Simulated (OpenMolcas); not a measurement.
**Co3+, Rh3+, Ir3+: d6 down the group**

```
Program             : OpenMolcas 26.06
Method              : SS-CASPT2, IPEA 0.25 Eh, imaginary shift 0.1 Eh
Basis               : ANO-RCC-VTZP
Scalar Hamiltonian  : DKH2, point nucleus
Spin-orbit coupling : state interaction with AMFI integrals over the reference wave functions, term energies averaged over their components
```

Active space for each ion: 6 electrons in 10 orbitals (d d); closed shells correlated by CASPT2: Co3+ 3s 3p; Rh3+ 4s 4p; Ir3+ 5s 5p.

Computed levels in cm-1 above 5D4:

```
                               Level   Co3+   Rh3+   Ir3+
                                 5D3    609   1509   5970
                                 5D2   1028   2350   5430
                                 5D1   1295   2920   8750
                                 5D0   1426   3180   9000
                                 3H6  24620  18460  19990
                                 3H5  24890  18700  29880
                              3P1(1)  25660  22470  35990
                              3F2(1)  26860  21190  23610
                                 3G5  29950  22840  19430
weight of 5D in the lowest level (%)    100     98     83
```

Mixed levels, with the weight of the term that names them: Ir3+ 5D2 (64 %), Ir3+ 3H5 (51 %), Ir3+ 3P1(1) (74 %), Ir3+ 3F2(1) (72 %), Ir3+ 3G5 (51 %).

Measured, with the error of the calculation in %. Measured levels: Co3+ from Sugar and Corliss, J. Phys. Chem. Ref. Data 10, 1097 (1981).

```json
{"Level": "5D3", "Co3+": "639 (-4.7)"}
{"Level": "5D2", "Co3+": "1078 (-4.6)"}
{"Level": "5D0", "Co3+": "1494 (-4.6)"}
{"Level": "3H6", "Co3+": "23680 (+4.0)"}
{"Level": "3H5", "Co3+": "24032 (+3.6)"}
{"Level": "3P1(1)", "Co3+": "24729 (+3.8)"}
{"Level": "3F2(1)", "Co3+": "25969 (+3.4)"}
{"Level": "3G5", "Co3+": "29022 (+3.2)"}
```

The fine-structure level 5D0 changes by a factor of 6.31 from Co3+ to Ir3+.

Without spin-orbit coupling 3H lies 24310, 17700, 16440 cm-1 above 5D in that order; the difference to the level 3H6, of either sign, comes from spin-orbit coupling, which also lowers the zero.

Term energies are means over components that CASPT2 splits; among the terms shown or strongly mixed into the levels shown the widest spread is 170 cm-1 (5d6 1I, Ir3+). Active for correlation alone: 4d; no level in the range computed is led by a configuration that fills it, so any true level of that kind is missing (holds for Co3+). Active for correlation alone: 5d; no level in the range computed is led by a configuration that fills it, so any true level of that kind is missing (holds for Rh3+). Active for correlation alone: 6d; no level in the range computed is led by a configuration that fills it, so any true level of that kind is missing (holds for Ir3+). Measured partners are found by configuration, term and J. A level has none where our copy of the source lacks it or the pairing is in doubt (some pairs that miss far off the trend of their configuration count as doubtful), and it then counts in no deviation. Levels of configurations outside the active space are missing.

A number in round brackets counts repeated terms of one configuration in the order of the reference energies.
